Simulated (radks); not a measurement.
The numbers below are computed, except where a source is named.
Task: The iodine ion I2+, configuration [Kr] 4d9 5s2 5p4 (not the ground configuration). Level of theory: Dirac Kohn-Sham, PBE, spin-unpolarised, spherical densities, finite nucleus; open shells are shared between the two j in proportion to 2j + 1; Fermi nuclear charge, rms radius 4.75 fm (a radial shooting solver on a logarithmic mesh with Libxc functionals). Some entries of the table are withheld. Estimate them.

orbital     occ.  eigenvalue (eV)  r(max) (bohr)
1s1/2          2        -32988.74        0.01754
2s1/2          2        -5121.519        0.09925
2p1/2          2              (1)        0.07613
2p3/2          4              (2)        0.08093
3s1/2          2        -1057.884         0.2858
3p1/2          2        -927.9584            (3)
3p3/2          4        -871.7098            (4)
3d3/2          4        -642.8704         0.2299
3d5/2          6        -631.0380         0.2330
4s1/2          2        -209.0026         0.6794
4p1/2          2        -163.4189         0.6967
4p3/2          4        -152.2793         0.7205
4d3/2        3.6         -78.6342         0.7668
4d5/2        5.4         -76.8427         0.7750
5s1/2          2         -38.4334          1.636
5p1/2    1.33333              (5)          1.826
5p3/2    2.66667              (6)          1.893

Result: 
(1) 2p1/2 eigenvalue (eV): -4807.246
(2) 2p3/2 eigenvalue (eV): -4508.526
(3) 3p1/2 r(max) (bohr): 0.2722
(4) 3p3/2 r(max) (bohr): 0.2829
(5) 5p1/2 eigenvalue (eV): -27.2373
(6) 5p3/2 eigenvalue (eV): -25.7996
